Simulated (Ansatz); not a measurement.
Gas-phase electronic energies from Ansatz, PBE0-D4/def2-TZVP geometries. CCSD(T)/CBS is the MP2 limit (def2-TZVPP, def2-QZVPP) plus CCSD(T) − MP2 in def2-TZVPP, frozen cores. Functionals use def2-TZVPP. For Se outer-core shells are correlated without core-valence functions, which leaves a few kJ/mol of doubt a bond. Scalar relativity is left out up to krypton. One conformer a species, not always the lowest.

Consider the ligand exchange at the Si–O bond: `[AlH2][NH][SiH2]O[SiH3]` + `N[SiH2][SeH]` → `[SiH3]N[SiH2][SeH]` + `O[SiH2][NH][AlH2]`.

Q: Is it downhill or uphill in electronic energy at CCSD(T)/CBS, and by how much? (An estimate is asked.)

A: The calculation gave: Uphill: ΔE = +50.6 kJ/mol.

Q: What do these levels give: B2PLYP, PBE, r2SCAN, MP2/def2-TZVPP, HF/def2-QZVPP, MP2/def2-QZVPP? (An estimate is asked.)

A: Ansatz gave: B2PLYP 55.5, PBE 48.0, r2SCAN 52.1, MP2/def2-TZVPP 49.9, HF/def2-QZVPP 67.0, MP2/def2-QZVPP 50.3 kJ/mol.

Largest T1 diagnostic among the species: 0.012.

The D4 term adds −3.9 kJ/mol with B3LYP and −1.9 kJ/mol with PBE0; it sums over pairs of atoms, weighted by their polarisabilities, and B3LYP, whose exchange is more repulsive, gets the larger term. In def2-TZVPP, CCSD(T) changes the Hartree–Fock value by −15.0 kJ/mol (the triples alone add −2.1 kJ/mol) and MP2 by −15.8 kJ/mol.

B3LYP here is the variant with VWN-RPA as its local correlation; programs differ in this.
